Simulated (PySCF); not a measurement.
**Excitation energy of Sr⁺ by level of theory**

Sr⁺ [Kr] 5s1 (2S) → Sr⁺ [Kr] 4d1 (2D), as a difference of total energies. All numbers are calculated (PySCF 2.14, the spin-free X2C one-electron Hamiltonian (Gaussian nucleus), in x2c-TZVPPall with one added diffuse shell each of s, p, d, f type (9s7p7d3f1g, 95 functions)). Correlated levels: valence and next inner shell: [Ar] 3d10 frozen. The calculations carry no spin-orbit coupling.

```tsv
method	excitation energy (eV)
UHF	1.951
LDA	1.720
PBE	1.551
PBE0	1.561
r2SCAN	1.439
LC-wPBE	1.524
wB97X-V	1.627
BLYP	1.661
PBEsol	1.552
MP2 (valence and next inner shell)	1.943
SCS-MP2 (valence and next inner shell)	1.921
```

Errors of the correlated levels include the incompleteness of this basis and the frozen core.

For comparison: 1.826 eV (measured; NIST levels, between the centres of gravity of the two terms).
